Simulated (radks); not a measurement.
Task: Gd41+, 23 electrons, occupied as [Ar] 3d5. Calculated with a radial shooting solver on a logarithmic mesh with Libxc functionals: scalar-relativistic Kohn-Sham, PBE, spin-unpolarised, spherical densities, point nucleus. Some entries of the table are withheld. Estimate them.

orbital,occ.,eigenvalue (eV),<r> (bohr),<1/r> (bohr^-1)
1s,2,(1),0.02190,71.67
2s,2,(2),(3),16.71
2p,6,(4),0.08184,15.59
3s,2,-3729.906,0.2329,6.457
3p,6,-3451.903,0.2290,(5)
3d,5,(6),0.2043,5.814

Result: 
(1) 1s eigenvalue (eV): -52294.83
(2) 2s eigenvalue (eV): -10409.50
(3) 2s <r> (bohr): 0.09277
(4) 2p eigenvalue (eV): -9509.766
(5) 3p <1/r> (bohr^-1): 6.104
(6) 3d eigenvalue (eV): -3123.552
